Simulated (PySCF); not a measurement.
C₄H₄ClF, SMILES C(F)=C=C(Cl)C.

Geometry: B3LYP-D3(BJ)/def2-SVP. This is a generated structure with no PubChem entry under its InChIKey; it may be hypothetical.

Computed with PBE0/def2-TZVP run with PySCF.

Computed frontier levels, gap, dipole moment and polarisability:
The highest occupied level comes out as -7.70 eV and the lowest empty level is -0.73 eV. The orbital gap comes out as 6.97 eV, the dipole moment comes out as 2.04 D and the quadrupole, principal values (traceless, Buckingham form, about the centre of nuclear charge) comes out as -6.92, 0.98, 5.93 D·Å. The mean static polarisability is 65.1 bohr³ (9.65 Å³) and the polarisability, principal values comes out as 42.4, 55.6, 97.4 bohr³.
